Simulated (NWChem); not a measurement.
Species: SiH2SCl2; SMILES S[SiH](Cl)Cl

```xyz
6

Si     0.0140     0.0306     0.4745
S      0.5910    -1.8445    -0.3409
Cl     1.2130     1.5588    -0.2054
Cl    -1.9157     0.3281    -0.1516
H      0.0612     0.0700     1.9541
H      1.8398    -1.7818     0.1764
```
Atoms are numbered in this order, from 1.

Results from NWChem. All runs use the structure optimised with PBE0/def2-SVP. Level: PBE0/def2-SVP with SMD (1 M gas to 1 M solution), gas-phase geometry. Reactions with the solvent are ignored.

Question: What does the run give for solvent acetonitrile? Quantities: solvation free energy (kcal/mol); cavity-dispersion-structure term (kcal/mol); dipole in solution (D).

Answer: The solvation free energy (kcal/mol) is -4.9 and the cavity-dispersion-structure term (kcal/mol) comes out as -2.2. The dipole in solution (D) is 2.37.
